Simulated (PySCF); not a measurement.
# Correlation energy of Bi (bismuth, neutral)

[Xe] 4f14 5d10 6s2 6p3, high-spin 4S determinant. Calculation: PySCF 2.14, in aug-cc-pVTZ-PP with one added diffuse shell each of d, f type with ECP60MDF (6s5p5d3f, 67 functions); scalar relativity through the core potential. Frozen: 5s2 5p6 5d10; 5 electrons correlated.

```json
{"level": "CCSD", "correlation energy (mhartree)": "-61.01"}
{"level": "(T)", "correlation energy (mhartree)": "-1.78"}
{"level": "CCSD(T)", "correlation energy (mhartree)": "-62.79"}
```

Diagnostics: T1 = 0.0047, D1 = 0.0107, largest double amplitude 0.027.

Spin-orbit coupling is strong in this species (close to jj coupling), so the high-spin LS determinant is a model state, not a physical level.

Cost of the coupled-cluster step: roughly 3 core-seconds, for 5 correlated electrons.

Spin-orbit coupling is strong in this species, so the high-spin LS determinant is a model state.
